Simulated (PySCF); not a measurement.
```xyz
3
charge 0 multiplicity 1, angstrom
Cd    0.0000    0.0000    0.0000
H     1.6776    0.0000    0.0000
H    -1.6776    0.0000    0.0000
```

These are results of PBE0/[Cd x2c-TZVPall, H x2c-TZVPall], spin-free X2C, density fitting, no spin–orbit coupling, PySCF, not measurements.

This geometry of CdH₂ is a stationary point at this level.

Q: What is the point group?

A: D∞h.

Q: Is it a minimum?

A: Yes: all harmonic wavenumbers are real.

Q: List the harmonic modes with their infrared intensities.

A: 
```tsv
symmetry	ω (cm⁻¹)	IR (km/mol, summed over degenerate members)
πu	652	273
σu+	1814	375
σg+	1823	0.0
```

Q: What are the dipole moment and the gap between the highest occupied and lowest empty levels?

A: 0.00 D and 7.08 eV.

Q: Give the atomic charges and bond orders.

A: 
```tsv
atom	Mulliken	Löwdin	polar tensor	Mayer order to Cd1
Cd1	0.15	0.33	0.64	–
H2,3	-0.08	-0.16	-0.32	0.89
```

In D∞h the vibrations span πu + σu+ + σg+. The σg+ mode carries no infrared intensity, as symmetry demands. With a centre of inversion only u modes can be infrared active and only g modes Raman active.
